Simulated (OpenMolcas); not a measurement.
# Pd2+ in a point-charge field

Pd2+ among 6 point charges of -0.5 e arranged as a trigonal antiprism (D3d), 1.97 Å from the ion, with a polar angle of 57.5° against the regular 54.74°.

| Quantity | Value |
| --- | --- |
| Program | OpenMolcas 26.06 |
| Method | SS-CASPT2, IPEA 0.25 Eh, imaginary shift 0.1 Eh (closed shells correlated: 4s 4p) |
| Basis | ANO-RCC-VDZP [6s5p3d1f] |
| Scalar Hamiltonian | DKH2, point nucleus |
| Active space | 8 electrons in 5 orbitals (4d) |
| State averaging | 2S+1 = 3 even, 10 roots; 2S+1 = 1 even, 15 roots |
| Spin-orbit coupling | state interaction with AMFI integrals over the reference wave functions |

The lowest spin-free states (labels of D3, the rotations of D3d), above the lowest:

```csv
State,Degeneracy,E (cm-1),Free-ion L (%)
3A2,1,0,F (100)
3A1,1,2110,F (100)
3E,2,2510,F (100)
3E,2,4900,F (99)
3A2,1,5440,F (100)
1E,2,11230,D (91)
1A1,1,12670,D (96)
1E,2,13230,D (97)
3A2,1,14600,P (100)
3E,2,15790,P (99)
1A1,1,18350,G (99)
1A2,1,19000,G (100)
1E,2,19140,G (98)
1E,2,20300,G (94)
1E,2,21740,G (96)
1A1,1,22080,G (96)
1A1,1,42990,S (99)
```

The lowest levels with spin-orbit coupling:

```tsv
E (cm-1)	Degeneracy	Label	2S+1	g
0	2	E	3	0.00 0.00 6.88
120	1	A1	3	
2040	2	E	3	0.00 0.00 0.18
2310	1	A2	3	
2630	2	E	3	0.00 0.00 0.99
4050	1	A1	3	
4650	1	A2	3	
4670	1	A1	3	
4690	2	E	3	0.00 0.00 0.60
6140	1	A2	3	
6270	2	E	3	0.00 0.00 2.01
7620	2	E	3 (82 %)	0.00 0.00 0.53
7920	2	E	3	0.00 0.00 1.22
8120	1	A1	3	
12960	2	E	1 (54 %)	0.00 0.00 1.75
13040	1	A1	3 (51 %)	
13510	2	E	1 (54 %)	0.00 0.00 3.81
16790	2	E	3 (78 %)	0.00 0.00 2.82
17320	1	A1	3 (69 %)	
17750	2	E	3	0.00 0.00 1.22
```

Powder χT (cm3 K/mol): 1.5 at 2 K, 1.61 at 10 K, 2.09 at 50 K, 2.38 at 100 K, 2.57 at 200 K, 2.67 at 300 K. The effective moment at 300 K is 2.828 √(χT) = 4.62 μB.

The lowest level has 2S+1 = 3, for which the spin-only value is χT = S(S+1) / 2 = 1.000 cm3 K/mol (g = 2). The computed 2.667 at 300 K differs by +1.667, through orbital momentum, spin-orbit coupling and any other state in reach.

Roots that are degenerate in the reference are averaged as groups; the widest CASPT2 spread within a group is 45 cm-1 (the 2-fold group of multiplicity 3 near 4900 cm-1 above the lowest state of its run). Shifts and gaps below about the spread of the groups concerned are not significant. Real 4d8 and 5d8 ions are as a rule square planar and diamagnetic. Free-ion shares, where given, are those of the reference states; single-state CASPT2 does not remix them. This is an electrostatic model: the charges have no orbitals. No measured value stands beside these numbers.

With an even number of electrons the g values are those of a degenerate or nearly degenerate non-Kramers pair.
